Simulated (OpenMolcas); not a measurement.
## I²⁺: effect of the active space

```
Program             : OpenMolcas
Method              : SS-CASPT2 or its RAS form, IPEA 0.25 Eh, imaginary shift 0.1 Eh
Basis               : ANO-R2
Scalar Hamiltonian  : X2C, finite nucleus
Spin-orbit coupling : RASSI with atomic mean-field integrals over the reference wave functions, term energies averaged over their components
```

A. 3 electrons in 3 orbitals (5p); 2S+1 = 4 odd, 1 root; 2S+1 = 2 odd, 8 roots; closed shells correlated: 4d 5s; CASPT2 step about 1.1 core-seconds
B. 5 electrons in 9 orbitals (RAS2 5s 5p; RAS3 5d, at most 2 electrons); 2S+1 = 4 odd, 1 root; 2S+1 = 2 odd, 11 roots; 2S+1 = 4 even, 3 roots; 2S+1 = 2 even, 9 roots; closed shells correlated: 4d; CASPT2 step about 17 core-seconds

Energies in cm⁻¹ above 5s² 5p³ ⁴S°_3/2.

```tsv
Level	A	B
5s² 5p³ ⁴S°_3/2	0.0	0.0
5s² 5p³ ²D°_3/2	12740	12470
5s² 5p³ ²D°_5/2	15460	15110
5s² 5p³ ²P°_1/2	25520	25200
5s² 5p³ ²P°_3/2	29770	29200
```

Between A and B the level of the table that moves most is 5s² 5p³ ²P°_3/2, by 570 cm-1 (lowest in B, highest in A). Moves below CASPT2's spread within the term are not significant.

Term energies are means over components that CASPT2 splits; among the terms shown or strongly mixed into the levels shown the widest spread is 150 cm-1 (5s² 5p³ ²P°, A). With the s shell closed, the reference lacks s² → p² mixing (holds for A). The run also gave levels led by 5s² 5p² 5d, which use shells meant for correlation; these and all levels above them are left out (holds for B). Levels of configurations outside the active space are missing. The table leaves out levels that lie high or whose names do not pair safely across all columns.

° marks odd parity.
